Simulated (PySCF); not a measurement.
Candidates: SnO₂, SnS₂, SnSe₂. Level: PBE0 in the def2-TZVP basis family, computed in PySCF with density fitting; scalar-relativistic core potentials for atoms from Rb on, none lighter, no spin–orbit coupling; open shells unrestricted.

One of them gave a singlet of D∞h symmetry with wavenumbers 101 (×2), 447, 556 cm⁻¹ and a HOMO–LUMO gap of 4.83 eV.

**Question.** Which molecule is it?
A. SnO₂
B. SnSe₂
C. SnS₂

**Answer.** C. That is SnS₂, with Sn–S 2.176 Å (×2). The others give SnO₂ 1.799 Å and 918 cm⁻¹ for the highest mode; SnSe₂ 2.303 Å and 398 cm⁻¹ for the highest mode.

Each species is the lowest minimum found with this bonding; other isomers or fragments can lie lower.
